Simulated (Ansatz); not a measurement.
A run for Ansatz (a first-principles code): U-CCSD(T)/def2-TZVPP on AsP+, 2S+1 = 4, a spin state set in the input, which need not be the lowest, a point of a bond scan (R = 2.328 Å). Charge +1.

Ansatz 0.2 input:
```yaml
crystal:
  periodic: [false, false, false]
  atoms:
    - {symbol: P, position_ang: [0.00000000, 0.00000000, 0.00000000]}
    - {symbol: As, position_ang: [0.00000000, 0.00000000, 2.32826900]}
basis:
  gaussian:
    orbitals: def2-TZVPP
total_charge: 1
magnetization: {spin_polarized: true, initial_magnetization: 3}
correlation: {method: ccsd_t, electrons: valence}
output: {orbitals: {seedname: ./end}}
```

It printed:

```
WARN ansatz: RAYON_NUM_THREADS=2 ignored (pool sized by the plan → 2); use --threads N
Functional definition: HF
integrals: 0.13 GiB planned
571 factors; integrals over basis functions are off by at most 8.9e-4 eV
mean field: 0.25 GiB planned
mean field evaluation 1: about -70057.7898 eV, gradient 7.7e0 eV
mean field evaluation 2: about -70057.8040 eV, gradient 7.7e0 eV
mean field evaluation 4: about -70058.3522 eV, gradient 1.4e0 eV
mean field evaluation 8: about -70058.3850 eV, gradient 2.9e-2 eV
mean field evaluation 16: about -70058.3383 eV, gradient 1.4e0 eV
mean field evaluation 32: about -70058.3849 eV, gradient 1.5e-4 eV
mean field evaluation 64: about -70057.6303 eV, gradient 4.4e0 eV
mean field evaluation 96: about -70058.3909 eV, gradient 1.6e-1 eV
mean field evaluation 128: about -70056.8328 eV, gradient 5.9e0 eV
mean field evaluation 160: about -70056.0558 eV, gradient 5.9e0 eV
mean field evaluation 192: about -70056.6631 eV, gradient 1.7e-2 eV
mean field evaluation 224: about -70055.2569 eV, gradient 3.3e-1 eV
mean field evaluation 256: about -70058.3849 eV, gradient 1.4e-3 eV
mean field evaluation 288: about -70057.1651 eV, gradient 2.3e-3 eV
mean field evaluation 320: about -70056.3963 eV, gradient 5.6e-3 eV
mean field evaluation 352: about -70055.2557 eV, gradient 7.3e-2 eV
mean field evaluation 384: about -70056.6376 eV, gradient 2.2e-1 eV
mean field -70058.38493681 eV, -2574.5981591490 hartree, gradient 7.2e-6 eV, S^2 3.785160; 15 other end points of the search recorded, 0 dependent functions left out
determinant -70058.38493681 eV, -2574.5981591490 hartree, with singles and doubles -70067.21488269 eV, -2574.9226536748 hartree
determinant -70057.94629317 eV, -2574.5820392926 hartree, with singles and doubles -70066.46362152 eV, -2574.8950453359 hartree
determinant -70057.16509230 eV, -2574.5533306899 hartree, with singles and doubles -70066.54764000 eV, -2574.8981329584 hartree
determinant -70057.01915542 eV, -2574.5479676087 hartree, with singles and doubles -70065.05201228 eV, -2574.8431696534 hartree
determinant -70056.66313701 eV, -2574.5348841733 hartree, with singles and doubles -70065.78044801 eV, -2574.8699391728 hartree
determinant -70056.39631276 eV, -2574.5250785629 hartree, with singles and doubles -70065.84815689 eV, -2574.8724274282 hartree
determinant -70055.25219934 eV, -2574.4830331703 hartree, with singles and doubles -70064.44465949 eV, -2574.8208498500 hartree
14 core orbitals not correlated
reference -70058.38493681 eV, -2574.5981591490 hartree; 11, 8 occupied and 65, 68 virtual orbitals, 571 factors
second order -8.07158561 eV of doubles, -0.00000000 eV of singles
coupled cluster: 0.33 GiB planned
cycle   1  -8.78734165 eV  change   -3.4e-1 eV  update   1.8e-2
cycle   2  -8.80347808 eV  change   -1.6e-2 eV  update   4.2e-3
cycle   3  -8.80525924 eV  change   -1.8e-3 eV  update   1.7e-3
cycle   4  -8.80660680 eV  change   -1.3e-3 eV  update   9.9e-4
cycle   5  -8.80712974 eV  change   -5.2e-4 eV  update   5.8e-4
cycle   6  -8.80715011 eV  change   -2.0e-5 eV  update   2.7e-4
cycle   7  -8.80721144 eV  change   -6.1e-5 eV  update   8.5e-5
cycle   8  -8.80719145 eV  change    2.0e-5 eV  update   2.8e-5
cycle   9  -8.80718926 eV  change    2.2e-6 eV  update   9.7e-6
perturbative correction -0.39683792 eV, -0.0145835246 hartree
Total energy: -70067.58896399 eV, -2574.9364009091 hartree
```

The calculation finished and met its thresholds.

Cost: roughly 28 core-seconds.
